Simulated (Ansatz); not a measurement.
`N#[C][Ge]([F])([Cl])[Cl]` + HCl → `N#[C][Ge]([Cl])([Cl])[Cl]` + H–F at 600 K and 1 bar (ligand exchange at a Ge–F bond).

Isolated molecules relaxed with PBE0-D4/def2-TZVP in Ansatz; ΔE leaves out vibrations. CCSD(T)/CBS is the MP2 limit (def2-TZVPP, def2-QZVPP) plus CCSD(T) − MP2 in def2-TZVPP, frozen cores. This one scheme is used for every species. For Ge outer-core shells are correlated without core-valence functions, which leaves a few kJ/mol of doubt a bond. Scalar relativity is left out up to krypton.

```json
{"species": "`N#[C][Ge]([F])([Cl])[Cl]`", "CCSD(T)/CBS energy (Eh)": "-3188.31577", "H − E (kJ/mol)": "92.7", "S (J/(mol·K))": "453.1"}
{"species": "HCl", "CCSD(T)/CBS energy (Eh)": "-460.38127", "H − E (kJ/mol)": "35.4", "S (J/(mol·K))": "207.2"}
{"species": "`N#[C][Ge]([Cl])([Cl])[Cl]`", "CCSD(T)/CBS energy (Eh)": "-3548.30650", "H − E (kJ/mol)": "91.8", "S (J/(mol·K))": "456.7"}
{"species": "H–F", "CCSD(T)/CBS energy (Eh)": "-100.39570", "H − E (kJ/mol)": "42.3", "S (J/(mol·K))": "194.0"}
```

H − E and S are ideal-gas, rigid-rotor, harmonic terms from PBE0-D4/def2-TZVP. 1 Eh = 2625.50 kJ/mol, R = 8.31446 J/(mol·K).

**Question.** By hand: ΔE, ΔH, ΔS and ΔG.

**Answer.** ΔE = (-3548.30650) + (-100.39570) − (-3188.31577) − (-460.38127) = -0.00516 Eh = -13.5 kJ/mol. Δ(H − E) = 91.8 + 42.3 − 92.7 − 35.4 = 6.0, so ΔH = -7.5 kJ/mol. ΔS = 456.7 + 194.0 − 453.1 − 207.2 = -9.6 J/(mol·K). ΔG = -7.5 − 600 × (-9.6)/1000 = -1.7 kJ/mol.

**Question.** By hand: the equilibrium constant, and the temperature at which ΔG would vanish if ΔH and ΔS stayed fixed.

**Answer.** log₁₀ K = −ΔG/(RT ln 10) = 0.1. ΔG = 0 at ΔH/ΔS = 781 K, though so small a ΔH makes that figure unsure.

TΔS isn't small against ΔH here. The sign of ΔG lies within the doubt. A doubt of 5 kJ/mol in ΔE shifts log₁₀ K by 0.4 here. These are equilibria of isolated gas molecules and say nothing of rates. Largest T1 diagnostic: 0.012 (customary marks: 0.02 for closed shells, 0.045 for open ones).
